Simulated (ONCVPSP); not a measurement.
# Reading a pseudo-wave (Ga)

Columns: radius, all-electron u(r) and pseudo u(r) of the 3d shell (level -27.42 eV) of gallium in the configuration [Ne] 3s2 3p6 3d10 4s2; PBE, scalar-relativistic, ONCV scheme, ONCVPSP 4.0.1.

| r (bohr) | all-electron | pseudo |
| --- | --- | --- |
| 0.055 | 0.0365 | 0.0069 |
| 0.110 | 0.1755 | 0.0540 |
| 0.165 | 0.3753 | 0.1740 |
| 0.220 | 0.5815 | 0.3680 |
| 0.275 | 0.7616 | 0.5999 |
| 0.330 | 0.9021 | 0.8292 |
| 0.385 | 1.0014 | 1.0270 |
| 0.440 | 1.0629 | 1.1605 |
| 0.495 | 1.0925 | 1.1994 |
| 0.550 | 1.0969 | 1.1593 |
| 0.605 | 1.0827 | 1.0994 |
| 0.660 | 1.0552 | 1.0559 |
| 0.715 | 1.0186 | 1.0184 |
| 0.770 | 0.9763 | 0.9761 |
| 0.825 | 0.9306 | 0.9304 |
| 0.880 | 0.8834 | 0.8832 |
| 0.935 | 0.8358 | 0.8356 |
| 0.990 | 0.7887 | 0.7886 |
| 1.045 | 0.7428 | 0.7427 |
| 1.100 | 0.6985 | 0.6984 |
| 1.155 | 0.6560 | 0.6559 |
| 1.210 | 0.6154 | 0.6153 |
| 1.265 | 0.5769 | 0.5768 |
| 1.320 | 0.5405 | 0.5404 |
| 1.375 | 0.5061 | 0.5060 |
| 1.430 | 0.4737 | 0.4736 |

Task: How many radial nodes do the two functions have?

Result: The all-electron 3d function has n − l − 1 = 0; the pseudo-wave has 0.

Task: At about which radius was the pseudo-wave matched?

Result: 0.70 bohr, where the columns begin to agree (steps of 0.06 bohr).

Task: Where does each function peak?

Result: Outermost all-electron maximum near 0.55 bohr, pseudo maximum near 0.49 bohr (to the table’s step).

Task: Is the pseudo-wave norm-conserving?

Result: Yes: the ONCV scheme keeps the norm inside the radius equal to the all-electron one, which fixes the energy derivative of the logarithmic derivative at the level.
